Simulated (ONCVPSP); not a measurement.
What one change does to a pseudopotential (Os (Z = 76), ONCV)

| Item | Value |
| --- | --- |
| Element | osmium (Os) |
| Generator | ONCVPSP 4.0.1 |
| Type | optimised norm-conserving Vanderbilt (ONCV) |
| Functional | PBE |
| Relativity | fully relativistic |
| Frozen core | [Kr] 4d10 4f14 5s2 |
| Valence charge | 14 |
| Reference configuration | 5p6 5d6 6s2 |
| Partial waves | 6s: rc 2.70 bohr, ncon 4, nbas 9, qcut 2.6 1/bohr, 2 projectors, debl 2.9 Ha; 5p: rc 1.60 bohr, ncon 4, nbas 8, qcut 8.3 1/bohr, 1 projector; 5d: rc 1.90 bohr, ncon 5, nbas 10, qcut 9 1/bohr, 2 projectors, debl 0.7 Ha |
| Local potential | polynomial inside 1.50 bohr (lpopt 5, dvloc0 2 Ha) |
| Core correction | polynomial model core, fcfact 0.4 |

Open shells are filled in proportion to 2j + 1.

Change: s: debl 2.1.

Cutoffs: the cutoffs (Ha) at which the residual kinetic energy of the hardest occupied pseudo-wave falls to 1 and 0.1 mHa per electron; they do not see the model core or the augmentation charge, which bear on the density cutoff. Errors are all-electron minus pseudo energies relative to the spin-unpolarised reference configuration.

Q: How do hardness, ghosts and transferability respond?

A: The potential gets neither clearly harder nor softer (24 Ha and 29 Ha → 24 Ha and 29 Ha); the bound ghosts move from p to p, s; the lowest positive-energy flag moves from s at 8.8 eV to none; the number of tests with a reliable result goes from 3 to 4; of the 3 tests that both files solve, the error grows in 1 and shrinks in 0 by more than 15 % and 0.3 meV (median size 15.8 → 16.2 meV); the range in which the s phases agree widens (upper end 0.3 → 4.4).

| quantity | base | changed |
| --- | --- | --- |
| cutoff, loose | 24 Ha | 24 Ha |
| cutoff, tight | 29 Ha | 29 Ha |
| bound ghosts | p3/2 | s, p3/2 |
| GHOST(+) flags under 300 eV | s at 8.8 eV | none |
| tests with a reliable result | 3 of 4 | 4 of 4 |
| error for 5p6 5d6 6s1, meV [ΔE 9.59 eV] | -6.2 | -9.1 |
| error for 5p6 5d6 6s0, meV [ΔE 26.50 eV] | -41 | -42 |
| error for 5p6 5d7 6s1, meV [ΔE 0.31 eV] | -16 | -16 |
| s: phases at 2.74 bohr within 0.05 rad from the reference energy up to (Ha; the scan ends near 5) | 0.3 | 4.4 |
| p3/2: phases at 1.63 bohr within 0.05 rad from the reference energy up to (Ha; the scan ends near 5) | 0.4 | 0.4 |
| p1/2: phases at 1.63 bohr within 0.05 rad from the reference energy up to (Ha; the scan ends near 5) | -0.1 | -0.1 |
| d5/2: phases at 1.92 bohr within 0.05 rad from the reference energy up to (Ha; the scan ends near 5) | to the end of the scan | to the end of the scan |
| d3/2: phases at 1.92 bohr within 0.05 rad from the reference energy up to (Ha; the scan ends near 5) | to the end of the scan | to the end of the scan |
| rms error of d²Exc/dni dnj with the model core, mHa | 2.97 | 2.97 |

 A true bound ghost makes a file unfit for plane-wave use even where its test errors are small: the radial tests pick states by their node count and pass the ghost by.
